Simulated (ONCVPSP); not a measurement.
## Hg, ONCV: configuration errors across variants

Hg (Z = 80), optimised norm-conserving Vanderbilt (ONCV), made with ONCVPSP 4.0.1 (PW91, scalar-relativistic). Core [Kr] 4d10 4f14, reference 5s2 5p6 5d10 6s1.5 (charge +0.5). Waves: 5s+6s: rc 1.50 bohr, ncon 4, nbas 7, qcut 6 1/bohr, 3 projectors, debl 3.5 Ha; 5p: rc 1.05 bohr, ncon 4, nbas 7, qcut 6.4 1/bohr, 2 projectors, debl 1.5 Ha; 5d: rc 2.25 bohr, ncon 5, nbas 10, qcut 5.7 1/bohr, 1 projector. Local part: polynomial inside 0.80 bohr (lpopt 1, dvloc0 0 Ha). Core correction: none.

In the p channel the program set the typed energies aside and used -2.609, 0.250 Ha.

All-electron excitation energies from the reference (eV): (1) 5s2 5p6 5d10 6s2 -4.396; (2) 5s2 5p6 5d10 6s1 6.375; (3) 5s2 5p6 5d10 6s0 25.447; (4) 5s2 5p6 5d10 6s0 6p2 8.256.

Errors AE − PS in meV (a dash: test not solved or not reliable):

```tsv
change	(1)	(2)	(3)	(4)	bound ghosts	GHOST(+) flags above zero
base	+1.6	-2.3	-12	-4.5	none	s
local potential polynomial inside 0.80 bohr (lpopt 1, dvloc0 -0.5 Ha)	+1.6	-2.3	-12	-4.5	none	s
local potential polynomial inside 0.80 bohr (lpopt 1, dvloc0 0.5 Ha)	+1.6	-2.3	-12	-4.5	none	s
local potential polynomial inside 0.80 bohr (lpopt 1, dvloc0 2 Ha)	+1.6	-2.3	-12	-4.5	none	s
local potential polynomial inside 0.80 bohr (lpopt 1, dvloc0 3 Ha)	+1.6	-2.3	-12	-4.5	none	s, d
local potential polynomial inside 0.80 bohr (lpopt 1, dvloc0 4.5 Ha)	+1.6	-2.3	-12	-4.5	none	s, d
local potential polynomial inside 0.80 bohr (lpopt 1, dvloc0 6 Ha)	+1.6	-2.3	-12	-4.5	none	s, d
local potential polynomial inside 0.80 bohr (lpopt 1, dvloc0 7.5 Ha)	+1.6	-2.3	-12	-4.5	none	s
local potential polynomial inside 0.80 bohr (lpopt 1, dvloc0 9.5 Ha)	+1.6	-2.3	-12	-4.5	none	s
```

**Question.** Give the same row for: local potential polynomial inside 0.80 bohr (lpopt 1, dvloc0 -2 Ha).

**Answer.** +1.6, -2.3, -12, -4.5; bound ghosts: none; GHOST(+) flags above zero: s, p.
